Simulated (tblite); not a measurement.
Compound: C5H9NO2 (charge -1 and doublet state).
Atom-mapped SMILES: `[CH3:1][O:2][C@@H:3]1[CH2:4][C@H:5]1[C:6]([NH2:7])[O-:8]` (hydrogens: H9, H10, H11 on C1; H12 on C3; H13, H14 on C4; H15 on C5; H16, H17 on N7)

Computed geometry: GFN2-xTB, gas phase. This method treats the open shell by occupation alone, without spin polarisation.

(1) List the bond lengths, angles and torsions at this level.

Results:

(1) 
```csv
bond,length (Å)
C1–O2,1.403
O2–C3,1.415
C3–C4,1.505
C4–C5,1.582
C5–C6,1.444
C6–N7,1.468
C6–O8,1.294
C3–C5,1.519
"C1–H9, C1–H10, C1–H11",1.096
C3–H12,1.090
C4–H13,1.080
C4–H14,1.080
C5–H15,1.086
"N7–H16, N7–H17",1.022
```

Bonds in one row agree within 0.01 Å and their mean is given. A selection of angles:
```csv
angle,degrees
C1–O2–C3,111.7
O2–C3–C4,117.5
O2–C3–C5,120.8
C4–C3–C5,63.1
C3–C4–C5,58.9
C4–C5–C6,126.8
C3–C5–C4,58.0
C3–C5–C6,123.6
C5–C6–N7,115.4
C5–C6–O8,124.0
N7–C6–O8,120.0
H16–N7–C6,110.4
H17–N7–C6,105.9
```

Dihedral angles: C1–O2–C3–C4 144° (anticlinal); O2–C3–C4–C5 -113° (anticlinal); C3–C4–C5–C6 -110° (anticlinal); C4–C5–C6–N7 41° (synclinal); O2–C3–C5–C4 107° (anticlinal).

N7 (nitrogen bonded to C and 2 H) is pyramidal (angles 110.4°, 106.6° and 105.9°, sum 322.8°, 0.41 Å off the plane of its three neighbours). The 3-membered ring C3–C4–C5 has internal angles of 58.0° to 63.1°. Of the pairs four or more bonds apart, C5···H11 is among the closest relative to their van der Waals radii: 2.76 Å, 95 % of the sum of Bondi's values. C6 (carbon bonded to C, N and O) is planar (angles 124.0°, 120.0° and 115.4°, sum 359.4°, 0.06 Å off the plane of its three neighbours). The C–O distances run from 1.294 Å (C6–O8, drawn single) to 1.415 Å (O2–C3, drawn single), a spread of 0.121 Å. The C–C distances run from 1.444 Å (C5–C6, drawn single) to 1.582 Å (C4–C5, drawn single), a spread of 0.138 Å.

Point group: C1 (no symmetry element, even within 0.4 Å). Its GFN2-xTB frequencies are all real (lowest 56 cm⁻¹). Whether the extra electron is bound in the gas phase wasn't checked; a finite basis holds it in any case. 3 starts were optimised and ended at 0.00, 0.55 and 1.81 kcal/mol (GFN2-xTB); the lowest of these is shown.

One conformer stands for the species.
